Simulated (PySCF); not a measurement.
# Calculated NMR parameters of C[C@@H]1C=CC=C1S(=O)(=O)O

```yaml
Formula: C6H8O3S
SMILES: C[C@@H]1C=CC=C1S(=O)(=O)O
Point_group_of_the_computed_structure: C1
Degrees_of_unsaturation: 3
Carbon_signals: 6
Proton_signals: 6
```

Molfile (atoms numbered from 1):
```
C6H8O3S
     RDKit          3D

 18 18  0  0  0  0  0  0  0  0999 V2000
   -1.7193   -1.3369   -0.3894 C   0  0  0  0  0  0  0  0  0  0  0  0
   -1.2910   -0.1415    0.4612 C   0  0  2  0  0  0  0  0  0  0  0  0
   -2.0402    1.1314    0.2105 C   0  0  0  0  0  0  0  0  0  0  0  0
   -1.1810    2.1463   -0.0341 C   0  0  0  0  0  0  0  0  0  0  0  0
    0.1831    1.6351    0.0221 C   0  0  0  0  0  0  0  0  0  0  0  0
    0.1279    0.3112    0.2909 C   0  0  0  0  0  0  0  0  0  0  0  0
    1.5094   -0.7245    0.4944 S   0  0  0  0  0  6  0  0  0  0  0  0
    2.7172    0.0827    0.4969 O   0  0  0  0  0  0  0  0  0  0  0  0
    1.2050   -1.6910    1.5258 O   0  0  0  0  0  0  0  0  0  0  0  0
    1.5225   -1.5871   -0.8885 O   0  0  0  0  0  0  0  0  0  0  0  0
   -1.1049   -2.2152   -0.1485 H   0  0  0  0  0  0  0  0  0  0  0  0
   -2.7726   -1.5865   -0.1961 H   0  0  0  0  0  0  0  0  0  0  0  0
   -1.6026   -1.1145   -1.4598 H   0  0  0  0  0  0  0  0  0  0  0  0
   -1.4159   -0.4127    1.5296 H   0  0  0  0  0  0  0  0  0  0  0  0
   -3.1293    1.1969    0.2383 H   0  0  0  0  0  0  0  0  0  0  0  0
   -1.4439    3.1861   -0.2322 H   0  0  0  0  0  0  0  0  0  0  0  0
    1.0982    2.2151   -0.1049 H   0  0  0  0  0  0  0  0  0  0  0  0
    2.0675   -1.1020   -1.5266 H   0  0  0  0  0  0  0  0  0  0  0  0
  1  2  1  0
  2  3  1  0
  3  4  2  0
  4  5  1  0
  5  6  2  0
  6  7  1  0
  7  8  2  0
  7  9  2  0
  7 10  1  0
  6  2  1  0
  1 11  1  0
  1 12  1  0
  1 13  1  0
  2 14  1  1
  3 15  1  0
  4 16  1  0
  5 17  1  0
 10 18  1  0
M  END
```

- coordinates at the PBE0-D3(BJ)/def2-SVP level
- GIAO PBE0/pcSseg-1 shieldings
- program: PySCF
- non-relativistic, no solvent model, one conformer, averaged over atoms made equivalent by symmetry, fast rotation or ring inversion

Shifts are taken against calculated references (same method and geometry level): ¹H (31.27 ppm) and ¹³C (184.41 ppm) vs TMS; ¹⁷O (334.56 ppm) against H2O; CS2 for ³³S (495.66 ppm).

```tsv
carbon	δC, type	δH (multiplicity)	HMBC from (2–3 bonds)	span of the C tensor (ppm)
C1	14.6, CH3	1.40 (d)	H15, H14	21
C2	51.8, CH	3.45 (m)	H17, H15, H16, H11/H12/H13	18
C3	158.8, CH	7.02 (m)	H17, H16, H14, H11/H12/H13	226
C4	136.2, CH	6.61 (m)	H17, H15, H14	199
C5	147.8, CH	7.31 (d)	H15, H16, H14	203
C6	156.0, C	–	H17, H15, H16, H14, H11/H12/H13	154
```

Other nuclei:
```csv
atoms,nucleus,environment,δ (ppm),σ (ppm)
H18,¹H,hydrogen on an oxygen bonded to S,4.13,27.13
O9,¹⁷O,S=O oxygen,240.6,94.0
O8,¹⁷O,S=O oxygen,239.6,95.0
O10,¹⁷O,"oxygen bonded to S, H",229.3,105.3
S7,³³S,sulfonyl sulfur,307,188.2
```

- Carbon types of the structure: 1 × C, 4 × CH, 1 × CH3, leaving 1 H on heteroatoms.
- δC 158.8, 147.8, 136.2: alkene CH; the olefinic region.
- δC 156.0: fully substituted alkene carbon; the olefinic region.
- δC 51.8: allylic sp3 CH; saturated and bonded to C and H only.
- δC 14.6: methyl carbon; aliphatic region, no heteroatom directly attached.
- δH 4.13: hydrogen on an oxygen bonded to S; exchangeable; this is the value without hydrogen bonding to other molecules.

OH and NH positions are those of a molecule without intermolecular hydrogen bonds; in solution they move with solvent, concentration and temperature, and exchange usually removes their couplings. Shifts are as computed. Against solution values, carbons near 30 ppm lie about +2 ppm off and those near 130 ppm about +5 ppm. Of 1211 compounds with measured shifts, 218 miss one by over three times the rms of a fit or turn the order of signals round; such compounds aren't used in these exercises. Experimental scales use liquid or dissolved standards, which lie at an offset from isolated H2O (liquid H2O: subtract about 36 ppm). No couplings were computed; multiplicities are counted from neighbouring protons, with m where these are inequivalent, close in shift, in a saturated or five-membered ring or joined by F or P, and br s for small geminal =CH2 splittings.
